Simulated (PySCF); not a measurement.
## Spin-orbit coupling and the third ionisation energy along the second row

Two-component X2C-1e calculated with PySCF 2.14: MP2 on generalised Hartree-Fock spinors (GMP2), with spin-orbit coupling off and on (screened by Boettger's factors); no Breit or QED terms. Values in eV; the references (NIST) lie between the lowest levels. Elements whose determinants are no pure J levels are left out.

| element | configurations | spin-free | with spin-orbit | shift | reference |
| --- | --- | --- | --- | --- | --- |
| B (x2c-QZVPPall-2c, 1s2 frozen) | [He] 2s1 → 1s2 | 37.829 | 37.829 | 0.000 | 37.931 |
| C (x2c-QZVPPall-2c, 1s2 frozen) | [He] 2s2 → [He] 2s1 | 47.022 | 47.022 | 0.000 | 47.888 |
| N (x2c-QZVPPall-2c, 1s2 frozen) | [He] 2s2 2p1 → [He] 2s2 | 47.518 | 47.532 | 0.014 | 47.445 (s) |
| Ne (x2c-QZVPPall-2c, 1s2 frozen) | [He] 2s2 2p4 → [He] 2s2 2p3 | 63.142 | 63.183 | 0.040 | 63.423 |

What remains against the references is mostly the basis and correlation beyond MP2. References marked (s) are semi-empirical, (t) theoretical.
